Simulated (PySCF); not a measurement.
Distorted geometries of [OsOF3]+

[OsOF3]+ (triplet). PySCF 2.14.0, UKS r2SCAN, Os def2-SVP with ECP60, O def2-SVP, F def2-SVP; non-relativistic Hamiltonian with scalar-relativistic core potentials where named; density fitting; no spin-orbit coupling. Relaxed geometry:

```xyz
5

Os   -0.0633    0.0881    0.0398
O     0.9120    1.0381    0.9824
F    -0.8183   -1.2588    1.0017
F     0.6889   -1.0967   -1.1294
F    -0.8139    1.0370   -1.3191
```

**Question.** Order these distorted geometries by energy above the relaxed one, lowest first.
A.
```xyz
5

Os   -0.0236    0.1028    0.1504
O     0.8190    0.9655    0.9409
F    -0.7913   -1.3245    1.0979
F     0.7378   -0.9929   -1.2524
F    -0.8366    1.0569   -1.3614
```
B.
```xyz
5

Os   -0.0761    0.0846    0.0768
O     0.8683    1.0554    0.9636
F    -0.7667   -1.2680    0.9931
F     0.6774   -1.1046   -1.1332
F    -0.7976    1.0404   -1.3248
```
C.
```xyz
5

Os   -0.0120    0.2236    0.2496
O     0.8420    1.0328    1.1009
F    -0.8166   -1.2598    0.9611
F     0.6612   -1.2346   -1.2831
F    -0.7693    1.0458   -1.4530
```

**Answer.** B (0.12 eV), A (2.59 eV), C (3.80 eV).

**Question.** Which forces (eV/Å) act in the one that lies 3.80 eV up?

**Answer.** 
```
Os  -13.15 -13.86 -19.64
O    12.39  11.81  12.47
F     0.14   0.63   0.36
F    -0.83   2.63   2.93
F     1.44  -1.21   3.88
```
Forces carry noise of the integration grid, about 0.01 to 0.03 eV/Å.

No frequency check is given that shows the relaxed geometry to be a minimum. Open shells may have lower solutions than the one found.
